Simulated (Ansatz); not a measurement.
**Energy profile**

The step: SnH₄O ([OH][SnH3]) + SiH₄ → SnSiH₆ ([SiH3][SnH3]) + H₂O; bonds formed: Sn1–Si7, O2–H6; bonds broken: Sn1–O2, H6–Si7 (atoms numbered as in the saddle structure below).

```
atom    x (Å)    y (Å)    z (Å)
 Sn1  -0.7870  -1.2131  -0.5351
  O2   1.3210  -1.1277  -0.1875
  H3  -0.7197  -2.9211  -0.6617
  H4  -1.8108  -0.7982   0.7574
  H5  -1.0911  -0.5020  -2.0407
  H6   1.1211  -0.0472   0.1313
 Si7   0.2016   1.6583   0.4120
  H8   1.6966  -1.6874   0.5076
  H9   1.2047   2.6974   0.0165
 H10  -1.0705   2.0698  -0.2709
 H11  -0.0657   1.8711   1.8710
```

Electronic energies by CCSD(T) at an estimated basis limit (MP2 extrapolated from triple and quadruple zeta, plus CCSD(T) − MP2 in triple zeta), on PBE0-D4/def2-TZVP structures; SnSiH$_{8}$O, singlet; no counterpoise correction. Computed with Ansatz 0.2.0 (basis: def2-TZVPP and def2-QZVPP); correlated methods freeze the cores. Filled d shells of the heavier atoms are correlated. Core potentials replace the inner electrons of the atoms past krypton. The def2 sets are not built for correlating such inner shells, so the correlated values are less sure here. Extrapolation: Hartree–Fock as exp(−7.88 √X), correlation as X^−2.97.

Give the profile in kJ/mol, counted from the separated reactants. (To be estimated.)

Computed:
```json
{"point": "separated: SnH$_{4}$O (linked as [OH][SnH3]; Sn1, O2, H3, H4, H5, H8; singlet) + SiH$_{4}$ (H6, Si7, H9, H10, H11; singlet)", "kJ/mol": "0.0"}
{"point": "start structure", "kJ/mol": "-5.9"}
{"point": "saddle", "kJ/mol": "163.5"}
{"point": "end structure", "kJ/mol": "-27.6"}
{"point": "separated: SnSiH$_{6}$ (linked as [SiH3][SnH3]; Sn1, H3, H4, H5, Si7, H9, H10, H11; singlet) + H$_{2}$O (O2, H6, H8; singlet)", "kJ/mol": "-13.3"}
```

T1 diagnostic: at most 0.015.

For scale, one of the runs: CCSD(T)/def2-TZVPP, 235 basis functions, launched by `ansatz run in.yaml --threads 4 --pin off --events-out ev --progress --plain --max-ram 9574MiB`. The run took 2 min on 4 CPU threads of an AMD EPYC 7R43 (shared host), with 4.5 GiB of host memory at its peak.
